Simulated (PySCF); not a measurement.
C3H11NO2Si (SMILES CC(C)N[SiH](O)O), singlet, geometry from GFN2-xTB; CASSCF(8,7)/STO-3G run with PySCF.

Here is a job for PySCF.
```python
from pyscf import gto, scf, mcscf
import numpy

mol = gto.M(
    atom='''
Si    1.29672763   -0.12092424   -0.14523000
O     1.41871328   -1.46466663    0.74722197
O     2.05746520   -0.38495995   -1.56438059
N    -0.35577980    0.21323912   -0.48731586
C    -1.37716768    0.26969664    0.53578174
C    -1.48847789    1.66471235    1.15467361
C    -2.71892154   -0.16989183   -0.04985106
H     2.01198084    0.85599917    0.66850704
H     1.31873120   -2.31479536    0.32695220
H     2.04207994    0.27989505   -2.24372962
H    -0.57766978    0.83467384   -1.25149087
H    -1.07318475   -0.43715583    1.31329910
H    -1.77355055    2.39183548    0.39582521
H    -0.53087667    1.95882273    1.57612606
H    -2.23749991    1.67376956    1.94232749
H    -2.62451480   -1.15404346   -0.50127292
H    -3.47769471   -0.21133341    0.72723106
H    -3.04355417    0.53250731   -0.81570029
''',
    basis='sto-3g',
    verbose=4,
)

mf = scf.RHF(mol)
mf.kernel()
mc = mcscf.CASSCF(mf, 7, 8)
mc.fix_spin_(ss=0.0)
mc.kernel()
occ = numpy.linalg.eigvalsh(mc.fcisolver.make_rdm1(mc.ci, mc.ncas, mc.nelecas))[::-1]
ss = mc.fcisolver.spin_square(mc.ci, mc.ncas, mc.nelecas)[0]
print('natural occupations', occ.round(4), ' <S^2>', round(ss, 4))
```

Predict the main parts of the log of this PySCF run.


```
PySCF version 2.14.0

[INPUT] verbose = 4
[INPUT] num. atoms = 18
[INPUT] num. electrons = 66
[INPUT] charge = 0
[INPUT] spin (= nelec alpha-beta = 2S) = 0
[INPUT] symmetry False subgroup None
[INPUT] Mole.unit = angstrom
[INPUT] Symbol           X                Y                Z      unit          X                Y                Z       unit  Magmom
[...]
nuclear repulsion = 412.784856916502
number of shells = 34
number of NR pGTOs = 150
number of NR cGTOs = 50
basis = sto-3g
ecp = {}

******** <class 'pyscf.scf.hf.RHF'> ********
method = RHF
initial guess = minao
damping factor = 0
level_shift factor = 0
DIIS = <class 'pyscf.scf.diis.CDIIS'>
diis_start_cycle = 1
diis_space = 8
diis_damp = 0
SCF conv_tol = 1e-09
SCF conv_tol_grad = None
SCF max_cycles = 50
direct_scf = True
direct_scf_tol = 1e-13
Set gradient conv threshold to 3.16228e-05
Initial guess from minao.
init E= -606.805001175079
[...]
cycle= 1 E= -605.563593541551  delta_E= 1.24  |g|= 0.623  |ddm|= 4.99
[...]
cycle= 2 E= -605.70346099708  delta_E= -0.14  |g|= 0.123  |ddm|= 1.04
[...]
cycle= 3 E= -605.708928609233  delta_E= -0.00547  |g|= 0.0262  |ddm|= 0.199
[...]
cycle= 4 E= -605.709307813253  delta_E= -0.000379  |g|= 0.00344  |ddm|= 0.0648
[...]
cycle= 5 E= -605.709314958347  delta_E= -7.15e-06  |g|= 0.00101  |ddm|= 0.00852
[...]
cycle= 6 E= -605.709315643464  delta_E= -6.85e-07  |g|= 0.0002  |ddm|= 0.00295
[...]
cycle= 7 E= -605.709315672934  delta_E= -2.95e-08  |g|= 4.4e-05  |ddm|= 0.000646
[...]
cycle= 8 E= -605.709315674277  delta_E= -1.34e-09  |g|= 1.04e-05  |ddm|= 0.00013
[...]
cycle= 9 E= -605.70931567435  delta_E= -7.32e-11  |g|= 2.7e-06  |ddm|= 3.06e-05
[...]
Extra cycle  E= -605.709315674352  delta_E= -2.05e-12  |g|= 1.11e-06  |ddm|= 5.95e-06
converged SCF energy = -605.709315674352

******** <class 'pyscf.mcscf.mc1step.CASSCF'> ********
CAS (4e+4e, 7o), ncore = 29, nvir = 14
max_cycle_macro = 50
max_cycle_micro = 4
conv_tol = 1e-07
conv_tol_grad = None
orbital rotation max_stepsize = 0.02
orbital rotation threshold for CI restart = 0.01
augmented hessian ah_max_cycle = 30
augmented hessian ah_conv_tol = 1e-12
augmented hessian ah_linear dependence = 1e-14
augmented hessian ah_level shift = 1e-08
augmented hessian ah_start_tol = 2.5
augmented hessian ah_start_cycle = 3
augmented hessian ah_grad_trust_region = 3
kf_trust_region = 3
kf_interval = 4
ci_response_space = 4
ci_grad_trust_region = 3
with_dep4 0
natorb = False
canonicalization = True
sorting_mo_energy = False
ao2mo_level = 2
internal_rotation = False
******** <class 'pyscf.fci.addons.SpinPenaltyFCISolver'> ********
max. cycles = 50
conv_tol = 1e-08
davidson only = True
linear dependence = 1e-12
level shift = 0.001
max iter space = 12
nroots = 1
pspace_size = 400
spin = None
CASCI E = -605.715481901862  S^2 = 0.0000000
Set conv_tol_grad to 0.000316228
macro iter   1 ( 21 JK    4 micro), CASSCF E = -605.723845883182  dE = -8.36398132e-03  S^2 = 0.0000000
               |grad[o]|=0.0122  |grad[c]|=0.0639  |ddm|=0.0362  |maxRot[o]|=0.241
macro iter   2 ( 21 JK    4 micro), CASSCF E = -605.730109485572  dE = -6.26360239e-03  S^2 = 0.0000000
               |grad[o]|=0.0133  |grad[c]|=0.0801  |ddm|=0.0373  |maxRot[o]|=0.151
macro iter   3 ( 21 JK    4 micro), CASSCF E = -605.733766860560  dE = -3.65737499e-03  S^2 = 0.0000000
               |grad[o]|=0.0147  |grad[c]|=0.0657  |ddm|=0.0321  |maxRot[o]|=0.111
macro iter   4 ( 21 JK    4 micro), CASSCF E = -605.737387607632  dE = -3.62074707e-03  S^2 = 0.0000000
               |grad[o]|=0.0135  |grad[c]|=0.0482  |ddm|=0.021  |maxRot[o]|=0.122
macro iter   5 ( 21 JK    4 micro), CASSCF E = -605.742033613884  dE = -4.64600625e-03  S^2 = 0.0000000
               |grad[o]|=0.0124  |grad[c]|=0.0581  |ddm|=0.0193  |maxRot[o]|=0.231
macro iter   6 ( 12 JK    3 micro), CASSCF E = -605.745481112444  dE = -3.44749856e-03  S^2 = 0.0000000
               |grad[o]|=0.0125  |grad[c]|=0.0447  |ddm|=0.0129  |maxRot[o]|=0.141
macro iter   7 ( 17 JK    4 micro), CASSCF E = -605.747207866268  dE = -1.72675382e-03  S^2 = 0.0000000
               |grad[o]|=0.00881  |grad[c]|=0.0159  |ddm|=0.0133  |maxRot[o]|=0.0973
macro iter   8 ( 17 JK    4 micro), CASSCF E = -605.748176577057  dE = -9.68710788e-04  S^2 = 0.0000000
               |grad[o]|=0.00604  |grad[c]|=0.0188  |ddm|=0.00862  |maxRot[o]|=0.0786
macro iter   9 ( 17 JK    4 micro), CASSCF E = -605.748713882571  dE = -5.37305514e-04  S^2 = 0.0000000
               |grad[o]|=0.00366  |grad[c]|=0.00909  |ddm|=0.0036  |maxRot[o]|=0.0698
macro iter  10 ( 17 JK    4 micro), CASSCF E = -605.748998729423  dE = -2.84846852e-04  S^2 = 0.0000000
               |grad[o]|=0.00236  |grad[c]|=0.00752  |ddm|=0.00239  |maxRot[o]|=0.0699
macro iter  11 (  7 JK    2 micro), CASSCF E = -605.749145519187  dE = -1.46789763e-04  S^2 = 0.0000000
               |grad[o]|=0.00138  |grad[c]|=0.0036  |ddm|=0.00141  |maxRot[o]|=0.0699
macro iter  12 ( 18 JK    4 micro), CASSCF E = -605.749057050340  dE =  8.84688462e-05  S^2 = 0.0000000
               |grad[o]|=0.000813  |grad[c]|=0.00517  |ddm|=0.000725  |maxRot[o]|=0.0569
macro iter  13 ( 21 JK    4 micro), CASSCF E = -605.749139240768  dE = -8.21904279e-05  S^2 = 0.0000000
               |grad[o]|=0.00198  |grad[c]|=0.00331  |ddm|=0.000815  |maxRot[o]|=0.0347
macro iter  14 ( 19 JK    4 micro), CASSCF E = -605.749181281564  dE = -4.20407953e-05  S^2 = 0.0000000
               |grad[o]|=0.00105  |grad[c]|=0.00223  |ddm|=0.000558  |maxRot[o]|=0.0284
macro iter  15 ( 18 JK    4 micro), CASSCF E = -605.749087693882  dE =  9.35876811e-05  S^2 = 0.0000000
               |grad[o]|=0.000663  |grad[c]|=0.00156  |ddm|=0.000462  |maxRot[o]|=0.0466
macro iter  16 ( 21 JK    4 micro), CASSCF E = -605.749121744067  dE = -3.40501848e-05  S^2 = 0.0000000
               |grad[o]|=0.0012  |grad[c]|=0.00187  |ddm|=0.000412  |maxRot[o]|=0.0125
macro iter  17 (  7 JK    2 micro), CASSCF E = -605.749188529875  dE = -6.67858083e-05  S^2 = 0.0000000
               |grad[o]|=0.000907  |grad[c]|=0.0012  |ddm|=0.00059  |maxRot[o]|=0.033
macro iter  18 (  4 JK    1 micro), CASSCF E = -605.749205342064  dE = -1.68121888e-05  S^2 = 0.0000000
               |grad[o]|=0.000402  |grad[c]|=0.00217  |ddm|=0.000355  |maxRot[o]|=0.0216
macro iter  19 (  3 JK    1 micro), CASSCF E = -605.749206719855  dE = -1.37779068e-06  S^2 = 0.0000000
               |grad[o]|=0.000136  |grad[c]|=0.000766  |ddm|=0.000115  |maxRot[o]|=0.0055
macro iter  20 (  3 JK    1 micro), CASSCF E = -605.749206966645  dE = -2.46790250e-07  S^2 = 0.0000000
               |grad[o]|=5.5e-05  |grad[c]|=0.000328  |ddm|=4.56e-05  |maxRot[o]|=0.00233
macro iter  21 (  3 JK    1 micro), CASSCF E = -605.749207009921  dE = -4.32756906e-08  S^2 = 0.0000000
               |grad[o]|=3.27e-05  |grad[c]|=0.000137  |ddm|=2.4e-05  |maxRot[o]|=0.00102
1-step CASSCF converged in  21 macro (309 JK  67 micro) steps
CASSCF canonicalization
Density matrix diagonal elements [1.98193334 1.99468879 1.98314336 1.98877408 0.01983963 0.01599909
 0.0156217 ]
CASSCF energy = -605.749207009921
CASCI E = -605.749207009921  E(CI) = -14.7919063330013  S^2 = 0.0000000
natural occupations [1.9958 1.9888 1.9832 1.9814 0.0216 0.0155 0.0138]  <S^2> 0.0
```
